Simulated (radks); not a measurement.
The numbers below are computed, except where a source is named.
Question: Ionisation ladder of titanium, from Ti I to Ti XI. Each ion is in the ground configuration listed by NIST, and IE = E(next ion) - E(this ion). Level of theory: scalar-relativistic Kohn-Sham, r2SCAN, spin-polarised, spherical densities, finite nucleus; open shells are filled with parallel spins first; meta-GGA in the generalised Kohn-Sham scheme; Fermi nuclear charge, rms radius 3.5921 fm (a radial shooting solver on a logarithmic mesh with Libxc functionals).

species  configuration  IE, Delta-SCF (eV)  <r> HOMO (bohr)
Ti I      [Ar] 3d2 4s2               6.426             3.71
Ti II     [Ar] 3d2 4s1              13.917             3.13
Ti III        [Ar] 3d2              27.283             1.41
Ti IV         [Ar] 3d1              42.944             1.25
Ti V              [Ar]                   ?             1.03
Ti VI     [Ne] 3s2 3p5              119.82            0.998
Ti VII    [Ne] 3s2 3p4                   ?            0.972
Ti VIII   [Ne] 3s2 3p3                   ?            0.936
Ti IX     [Ne] 3s2 3p2                   ?            0.914
Ti X      [Ne] 3s2 3p1              215.69            0.893
Ti XI         [Ne] 3s2              263.65            0.868

Estimate the withheld Delta-SCF values.

Answer: Ti V: 100.05 eV (NIST 99.30); Ti VII: 139.82 eV (NIST 140.7); Ti VIII: 170.11 eV (NIST 170.5); Ti IX: 192.86 eV (NIST 192.1).
